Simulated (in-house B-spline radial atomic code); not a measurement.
The numbers below are computed, except where a source is named.
**Ghost states of the separable form: Ni**

Ni, [Ar] 3d8 4s2, non-relativistic LDA (VWN5), spherical and spin-unpolarised, from a B-spline radial code for spherical atoms (atomic units; all potentials screened as in the neutral atom).

Troullier-Martins channels: 4s (ε = -0.2108, r_c = 1.937 bohr), 3d (ε = -0.3487, r_c = 1.586 bohr). In the Kleinman-Bylander form one channel serves as the local potential, and each other channel l becomes |δV u><u δV|/<u|δV|u>, with δV = V_l − V_local and u the pseudo-orbital. Its strength is E_KB = <u|δV²|u>/<u|δV|u>. By the analysis of Gonze, Stumpf and Scheffler a spurious state lies below the reference level ε if E_KB > 0 and ε is above the second level of the local potential alone, or if E_KB < 0 and ε is above its first. The table's levels are those of angular momentum l in a sphere of 9 bohr, whose wall can lift a shallow ε a little above its free-atom value.

```json
{"local": "s", "channel": "d", "<u δV u>": "-7.5683", "<u δV² u>": "100.12", "ε": "-0.3487", "first local level": "0.1046", "second local level": "0.3423"}
{"local": "d", "channel": "s", "<u δV u>": "0.20941", "<u δV² u>": "1.5114", "ε": "-0.2105", "first local level": "-11.7304", "second local level": "-1.1197"}
```

Q: Apply the rule to each row.

A: Local s, channel d: E_KB = -13.2, so ε = -0.3487 is set against 0.1046: no ghost. Local d, channel s: E_KB = +7.22, so ε = -0.2105 is set against -1.1197: a ghost.

Diagonalising the separable Hamiltonian gives:

```csv
local,channel,three lowest levels,"all-electron, two lowest valence levels"
s,d,"-0.3487, 0.1157, 0.3798","-0.3487, 0.1141"
d,s,"-7.2665, -0.2105, 0.0844","-0.2105, 0.0847"
```

Q: Which choices of local channel are safe?

A: Free of ghosts: s. With d local the s channel has a ghost 7.06 hartree below ε, since the local potential binds more than one state below ε, and a repulsive term of rank one raises each level at most to the next, so it clears only one of them. Among the safe choices the second level, which tests transfer, is off by at most 1.6 millihartree (s local).
